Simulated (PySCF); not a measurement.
F3S (SMILES F[S](F)F), doublet, at a GFN2-xTB geometry. Base run: MP2/3-21G in PySCF.

Input for PySCF:
```python
from pyscf import gto, scf, mp

mol = gto.M(
    atom='''
F     1.615043   -0.609945    0.099165
S     0.180346    0.307769    0.047937
F    -1.313505    1.124532   -0.019015
F    -0.622153   -1.061731   -0.165371
''',
    basis='3-21g',
    charge=0,
    spin=1,
    verbose=4,
)

mf = scf.UHF(mol)
mf.kernel()

pt = mp.MP2(mf, frozen=8)
pt.kernel()
print('E(MP2) = %.10f' % pt.e_tot)
```

The base run was repeated with changes; each row names its change, and settings that it needs were set with it.

```tsv
change	basis functions	E (Eh)	MP2 correlation (Eh)	SCF-reference HOMO (eV)	SCF-reference dipole (D)
base	40	-692.51210	-0.43555	-12.57	1.14
basis = 6-31G	40	-695.97734	-0.45610	-13.48	1.32
basis = 6-31G*	60	-696.34053	-0.65853	-13.54	0.97
basis = pc-1	60	-696.31247	-0.70764	-14.04	1.19
basis = def2-SVP	60	-696.02732	-0.70352	-13.87	1.14
basis = cc-pV(D+d)Z	65	-696.43543	-0.70870	-13.76	1.13
basis = 6-311G**	80	-696.54221	-0.76343	-13.95	1.18
basis = 6-311++G**	96	-696.56885	-0.77621	-14.18	1.14
basis = aug-pcseg-1	96	-696.34655	-0.73628	-14.02	0.85
basis = aug-cc-pVDZ	96	-696.54083	-0.78022	-13.99	0.88
basis = def2-SVPD	96	-696.11317	-0.74842	-14.12	0.93
basis = pc-2	124	-696.78167	-0.91270	-13.98	1.00
basis = cc-pV(T+d)Z	129	-696.81377	-0.94581	-13.87	0.92
```

Totals compare only among sets that treat the same electrons; sets with core potentials leave the core out.

Open shells are given as the SCF converged; they aren't shown to be the lowest states, and a large step between rows can be another state.
